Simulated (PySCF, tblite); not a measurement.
Isomers of C4H8F3PSi, one GFN2-xTB conformer each. Single-point energies are computed at PBE0/pcSseg-1 (PySCF, gas phase, no added dispersion term), electronic only.

| SMILES | GFN2-xTB relative energy (kJ/mol) |
| --- | --- |
| FC(F)(F)P([SiH3])C1CC1 | 2.0 |
| FC(F)(F)P1CC([SiH3])C1 | 0.0 |

Conformers: `[F:1][C:2]([F:3])([F:4])[P:5]([SiH3:6])[CH:7]1[CH2:8][CH2:9]1` with C2–P5–C7–C8 166°; `[F:1][C:2]([F:3])([F:4])[P:5]1[CH2:6][CH:7]([SiH3:8])[CH2:9]1` with C2–P5–C6–C7 87°, P5–C6–C7–Si8 131°, C6–C7–C9–P5 -9°, C2–P5–C9–C7 -88°.

Q: What does PBE0/pcSseg-1 give for the same structures?

A: 
| SMILES | PBE0/pcSseg-1 E (Eh) | PBE0/pcSseg-1 (kJ/mol) | GFN2-xTB (kJ/mol) | point group |
| --- | --- | --- | --- | --- |
| FC(F)(F)P1CC([SiH3])C1 | -1086.80252 | 0.0 | 0.0 | near Cs |
| FC(F)(F)P([SiH3])C1CC1 | -1086.80057 | 5.1 | 2.0 | C1 |

Both levels put the same isomer lowest. As drawn, the lower has a four-membered ring and an Si–C bond, which the higher lacks; the higher has a three-membered ring, which the lower lacks. Neighbours under 10 kJ/mol apart (FC(F)(F)P1CC([SiH3])C1 and FC(F)(F)P([SiH3])C1CC1) can change places with a better method, another conformer or zero-point energy.

Q: Which frontier levels, dipoles and rotational constants go with these structures?

A: 
| SMILES | HOMO (eV, PBE0/pcSseg-1) | LUMO (eV) | dipole (D) | A, B, C (MHz) |
| --- | --- | --- | --- | --- |
| FC(F)(F)P1CC([SiH3])C1 | -7.29 | -0.17 | 2.20 | 2643, 619.2, 614.1 |
| FC(F)(F)P([SiH3])C1CC1 | -7.54 | 0.02 | 2.57 | 1406, 1032, 710.9 |

Q: What happens when harmonic zero-point energies from GFN2-xTB frequencies are added?

A: 
```csv
SMILES,ZPE (kJ/mol),electronic (kJ/mol),with ZPE (kJ/mol)
FC(F)(F)P1CC([SiH3])C1,287.6,0.0,0.0
FC(F)(F)P([SiH3])C1CC1,286.1,5.1,3.7
```

The zero-point energies span 1.5 kJ/mol. The order is unchanged.
